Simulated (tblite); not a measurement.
C₂H₆AuClS, charge -1, doublet, at the geometry of the source list (GFN-xTB shapes and energies of metal compounds can be far from the true ones) (the multiplicity is a formal guess); IPEA1-xTB in tblite 0.6.0.

Input for tblite:
```
$ tblite run mol.xyz --method ipea1 --charge -1 --spin 1 --json tblite.json --no-restart

# file mol.xyz
11

Au     1.61860000    -1.58070000     0.01030000
Cl     3.69980000    -2.33190000     0.39400000
C     -0.21670000     0.79500000    -1.33070000
S     -0.54120000    -0.71430000    -0.36290000
C     -0.95800000     0.05260000     1.23660000
H      0.54380000     1.39440000    -0.84120000
H     -1.14600000     1.34890000    -1.42720000
H      0.13020000     0.47760000    -2.30840000
H     -0.14980000     0.69980000     1.56060000
H     -1.09920000    -0.75350000     1.94880000
H     -1.88160000     0.61220000     1.12010000
```

Output, abridged:

```
xTB calculator
 | screened Coulomb repulsion
 | Coulomb electrostatics
 |  * isotropic Klopman-Ohno-Mataga-Nishimoto electrostatics
 |  * onsite third-order electrostatics
 | DFT-D3(BJ) dispersion correction

halogen bonding energy    0.0000000000000E+00 Eh
repulsion energy          1.7322677710677E-01 Eh
dispersion energy        -4.8237694093122E-03 Eh
number of electrons       3.9000000000000E+01 e
integral cutoff           4.0000000000000E+01 bohr

------------------------------------------------------------
  cycle        total energy    energy error   density error
------------------------------------------------------------
      1     -20.55400557776  -2.0722409E+01   4.9348883E-01
      2     -20.62483360461  -7.0828027E-02   3.2016342E-01
      3     -20.59496512284   2.9868482E-02   1.7085778E-01
      4     -20.65016023572  -5.5195113E-02   6.5664144E-02
      5     -20.66432173094  -1.4161495E-02   2.8622867E-02
      6     -20.66660268700  -2.2809561E-03   1.3937343E-02
      7     -20.66739743305  -7.9474605E-04   6.3684566E-03
      8     -20.66604484696   1.3525861E-03   1.5300915E-02
      9     -20.66676402372  -7.1917676E-04   1.1688483E-02
     10     -20.66745436440  -6.9034068E-04   5.9268476E-04
     11     -20.66745213982   2.2245817E-06   9.1084186E-04
     12     -20.66745565941  -3.5195898E-06   1.1924611E-04
     13     -20.66745569178  -3.2369371E-08   7.1223866E-05
     14     -20.66745571269  -2.0914843E-08   2.4247007E-05
     15     -20.66745571507  -2.3756961E-09   1.8833443E-06
------------------------------------------------------------

electronic energy        -2.0835858722766E+01 Eh
total energy             -2.0667455715069E+01 Eh

Post processing:
 | Mayer-Wiberg bond orders

[Info] JSON dump of results written to 'tblite.json'
```
